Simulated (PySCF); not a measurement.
Bonds (- single, = double, # triple, : aromatic): N1-Si2 1.746 Å, Si2-Si3 2.360 Å, Si2-Si4 2.342 Å, Si4-O5 1.676 Å. N1 carries H6, H7; Si2 carries H8; Si3 carries H9, H10, H11; Si4 carries H12, H13; O5 carries H14. Stereochemistry as in N[Si@@H]([SiH3])[SiH2]O. H13 is pro-R; H12 is pro-S.

Geometry: PBE0-D3(BJ)/def2-SVP; GIAO shifts from PySCF 2.14.0 with density-fitted response routines, gas phase, non-relativistic, averaged over equivalent atoms.

At OPBE/pcSseg-1 (151 basis functions, 17 s wall time on 1 thread of an Arm Neoverse V2, shared host):
| atoms | δ (ppm) |
| --- | --- |
| N1 | -4.5 |
| Si4 | -20.8 |
| Si2 | -39.7 |
| Si3 | -105.1 |
| O5 | -1.0 |
| H12 | 5.58 |
| H13 | 5.41 |
| H8 | 5.39 |
| H9/H10/H11 | 3.51 |
| H14 | -0.04 |
| H6/H7 | -0.72 |

Scale: 15N (264.09 ppm) against NH3; 29Si (360.29 ppm) and 1H (31.23 ppm) vs TMS; 17O (332.03 ppm) vs H2O (reference shieldings calculated alike).

**Question.** Predict the values at KT2/pcSseg-1 on the same geometry.

**Answer.** 
```tsv
atoms	δ at KT2/pcSseg-1	change
N1	-3.5	+1.0
Si4	-20.7	+0.1
Si2	-36.3	+3.4
Si3	-110.7	-5.6
O5	-2.8	-1.8
H12	5.63	+0.05
H13	5.45	+0.04
H8	5.52	+0.13
H9/H10/H11	3.47	-0.04
H14	-0.08	-0.04
H6/H7	-0.75	-0.03
```

Referencing at the same level of theory: 15N (σref 264.30) against NH3; TMS for 29Si (σref 361.05), 1H (σref 31.18); 17O (σref 330.66) against H2O.

The largest change is at Si3 (silicon bonded to Si, 3 H). Cost: 151 basis functions, 17 s wall time on 1 thread of an Arm Neoverse V2, shared host.

Experimental scales use liquid or dissolved standards, which lie at an offset from isolated NH3 (liquid NH3: subtract about 20 ppm) and H2O (liquid H2O: subtract about 36 ppm).
